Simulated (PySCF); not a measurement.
Isomers of C7H5ClO3S, mass 203.965 u with the commonest isotopes. Method used: PBE0/pcSseg-1 in PySCF (dipole) on a GFN2-xTB geometry, gas phase. One conformer each, none proved a minimum here; rigid rotors.

Question: Order these by rotational constant B, smallest first.
A. `[CH3:1][O:2][C:3](=[O:4])[c:5]1[cH:6][cH:7][s:8][c:9]1[C:10](=[O:11])[Cl:12]` with C1–O2–C3–O4 -7°, O2–C3–C5–C6 128°, S8–C9–C10–O11 168°
B. `[O:1]=[CH:2][c:3]1[cH:4][cH:5][cH:6][cH:7][c:8]1[S:9](=[O:10])(=[O:11])[Cl:12]` with O1–C2–C3–C4 7°, C7–C8–S9–O10 138°
C. `[O:1]=[CH:2][c:3]1[cH:4][cH:5][c:6]([S:7](=[O:8])(=[O:9])[Cl:10])[cH:11][cH:12]1` with O1–C2–C3–C4 180°, C5–C6–S7–O8 23°
D. `[O:1]=[CH:2][c:3]1[cH:4][cH:5][cH:6][c:7]([S:8](=[O:9])(=[O:10])[Cl:11])[cH:12]1` with O1–C2–C3–C4 -179°, C6–C7–S8–O9 158°

Answer: C (364.6 MHz), D (475.1 MHz), A (622.8 MHz), B (662.6 MHz).

Question: Order these by radius of gyration √(Σ m r²/M), largest first.
A. `[CH3:1][O:2][C:3](=[O:4])[c:5]1[cH:6][cH:7][s:8][c:9]1[C:10](=[O:11])[Cl:12]` with C1–O2–C3–O4 -7°, O2–C3–C5–C6 128°, S8–C9–C10–O11 168°
B. `[O:1]=[CH:2][c:3]1[cH:4][cH:5][cH:6][c:7]([S:8](=[O:9])(=[O:10])[Cl:11])[cH:12]1` with O1–C2–C3–C4 -179°, C6–C7–S8–O9 158°
C. `[O:1]=[CH:2][c:3]1[cH:4][cH:5][cH:6][cH:7][c:8]1[S:9](=[O:10])(=[O:11])[Cl:12]` with O1–C2–C3–C4 7°, C7–C8–S9–O10 138°
D. `[O:1]=[CH:2][c:3]1[cH:4][cH:5][c:6]([S:7](=[O:8])(=[O:9])[Cl:10])[cH:11][cH:12]1` with O1–C2–C3–C4 180°, C5–C6–S7–O8 23°

Answer: D (2.744 Å), B (2.573 Å), A (2.502 Å), C (2.363 Å).

Question: Order these by dipole moment, smallest first.
A. `[CH3:1][O:2][C:3](=[O:4])[c:5]1[cH:6][cH:7][s:8][c:9]1[C:10](=[O:11])[Cl:12]` with C1–O2–C3–O4 -7°, O2–C3–C5–C6 128°, S8–C9–C10–O11 168°
B. `[O:1]=[CH:2][c:3]1[cH:4][cH:5][c:6]([S:7](=[O:8])(=[O:9])[Cl:10])[cH:11][cH:12]1` with O1–C2–C3–C4 180°, C5–C6–S7–O8 23°
C. `[O:1]=[CH:2][c:3]1[cH:4][cH:5][cH:6][c:7]([S:8](=[O:9])(=[O:10])[Cl:11])[cH:12]1` with O1–C2–C3–C4 -179°, C6–C7–S8–O9 158°
D. `[O:1]=[CH:2][c:3]1[cH:4][cH:5][cH:6][cH:7][c:8]1[S:9](=[O:10])(=[O:11])[Cl:12]` with O1–C2–C3–C4 7°, C7–C8–S9–O10 138°

Answer: B (3.07 D), A (3.26 D), D (4.97 D), C (5.97 D).

| SMILES | point group | Ia (u·Å²) | Ib (u·Å²) | Ic (u·Å²) | κ | μa (D) | μb (D) | μc (D) |
| --- | --- | --- | --- | --- | --- | --- | --- | --- |
| O=Cc1ccccc1S(=O)(=O)Cl | C1 | 487.13 | 762.72 | 1027.08 | -0.37 | 3.67 | 3.09 | 1.29 |
| O=Cc1cccc(S(=O)(=O)Cl)c1 | C1 | 406.55 | 1063.71 | 1229.51 | -0.85 | 3.53 | 4.52 | 1.66 |
| COC(=O)c1ccsc1C(=O)Cl | C1 | 503.70 | 811.40 | 1237.60 | -0.28 | 0.03 | 2.62 | 1.93 |
| O=Cc1ccc(S(=O)(=O)Cl)cc1 | C1 | 272.26 | 1386.26 | 1412.28 | -0.99 | 2.27 | 1.72 | 1.14 |
